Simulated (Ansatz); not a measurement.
One change: `C[N](C)[W]([OH])(=[S])=[S]` becomes `C[O][W](=[S])(=[S])[N](C)C`.

Ansatz, PBE0-D4/def2-TZVP geometries, multiplicity 1. Each molecule was computed in one conformer, which needn't be the lowest.

Elements past krypton have def2 core potentials.

| property | `C[N](C)[W]([OH])(=[S])=[S]` |
| --- | --- |
| HOMO–LUMO gap (ωB97M-V/def2-TZVPP) / eV | 8.51 |
| HOMO energy (PBE0/def2-TZVPP) / eV | -6.97 |
| HOMO energy (PBE/def2-TZVPP) / eV | -5.85 |
| LUMO energy (PBE/def2-TZVPP) / eV | -3.09 |
| HOMO–LUMO gap (B3LYP/def2-TZVPP) / eV | 4.15 |
| LUMO energy (PBE0/def2-TZVPP) / eV | -2.42 |

(1) What does the change do to each property? (An estimate is asked.)

Answers

(1) Computed: 
```tsv
property	`C[O][W](=[S])(=[S])[N](C)C`	shift
HOMO–LUMO gap (ωB97M-V/def2-TZVPP) / eV	8.55	0.04
HOMO energy (PBE0/def2-TZVPP) / eV	-6.80	0.17
HOMO energy (PBE/def2-TZVPP) / eV	-5.69	0.16
LUMO energy (PBE/def2-TZVPP) / eV	-2.85	0.24
HOMO–LUMO gap (B3LYP/def2-TZVPP) / eV	4.22	0.07
LUMO energy (PBE0/def2-TZVPP) / eV	-2.18	0.24
```

With PBE0 the HOMO rises by 0.17 eV and the LUMO rises by 0.24 eV, so the gap widens by about 0.07 eV. PBE moves the HOMO by 0.16 eV and ωB97M-V by 0.18 eV.

B3LYP here is the variant with VWN-RPA as its local correlation; programs differ in this.
